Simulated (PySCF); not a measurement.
Isomers of H5B3O. Gas-phase values, no solvent. One relaxed conformer stands for each flexible species; it need not be the lowest. Strings in code marks are SMILES.

The four lowest singlet excitations (Tamm–Dancoff). The numbers are results of PBE-D3(BJ)/def2-TZVP // r2SCAN-D4/def2-TZVP run with PySCF, not measurements. Excitations are Tamm–Dancoff values on a coarser integration grid. The basis has no diffuse functions, so Rydberg states are missing or too high.

| state | energy (eV) | wavelength (nm) | oscillator strength |
|---|---|---|---|
| S1 | 2.89 | 429 | 0.035 |
| S2 | 4.29 | 289 | 0.000 |
| S3 | 4.49 | 276 | 0.001 |
| S4 | 4.60 | 269 | 0.000 |

Q: Which member gives these states?
A. `BBOB`
B. `BBBO`
C. `BB(B)O`

A: C, `BB(B)O`
